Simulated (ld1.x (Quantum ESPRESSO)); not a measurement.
Building the PAW potential for Fe (BP86, scalar-relativistic).

Fe (Z = 26), PAW, made with ld1.x (Quantum ESPRESSO) 7.5 (BP86, scalar-relativistic). Core [Ne] 3s2, reference 3p6 3d6 4s1.5 4p0.5. Waves: 4s (bound): rcut 2.15, rcutus 2.80 bohr; 4s channel at 0.6 Ry: rcut 2.15, rcutus 2.80 bohr; 3p (bound): rcut 1.45, rcutus 1.85 bohr; 4p (bound): rcut 1.45, rcutus 1.85 bohr; 3d (bound): rcut 0.95, rcutus 1.30 bohr; 3d channel at 0.95 Ry: rcut 0.95, rcutus 1.30 bohr; 4f channel at 0.15 Ry: rcut 1.80, rcutus 2.25 bohr; 4f channel at 2.85 Ry: rcut 1.80, rcutus 2.25 bohr. Local part: all-electron potential smoothed inside 1.60 bohr (lloc = -1). Core correction: Bessel-smoothed model core inside 0.60 bohr. Augmentation charge: GAUSS, radius 1.00 bohr.

All-electron outer shells of the reference configuration (BP86, scalar-relativistic, ld1.x):

```tsv
shell	level (eV)	outermost node (bohr)	outermost maximum (bohr)
2p	-699.69	–	0.18
3s	-95.01	0.33	0.70
3p	-61.05	0.30	0.72
3d	-8.52	–	0.71
4s	-6.03	1.00	2.38
4p	-1.88	1.10	3.25
```

Calculated quality:

```
Cutoffs needed                            : 60 Ry and 110 Ry (the cutoffs (Ry, on a coarse ladder) from which the occupation-weighted sum of valence levels, in a spherical-Bessel basis at the reference potential, stays within 10 and 1 mRy of its value at 400 Ry)
Ghost test                                : no extra level below or beside the all-electron valence levels (s, p, d, f tested) (spherical-Bessel basis up to 400 Ry, 20 bohr box)
Configuration tests                       : test run stopped at test 1 of 7 (negative rho)
Lowest eigenvalue of the overlap operator : 0.25 (s channel)
```

Generation and tests took about 1.9 s on one core of a shared server CPU.
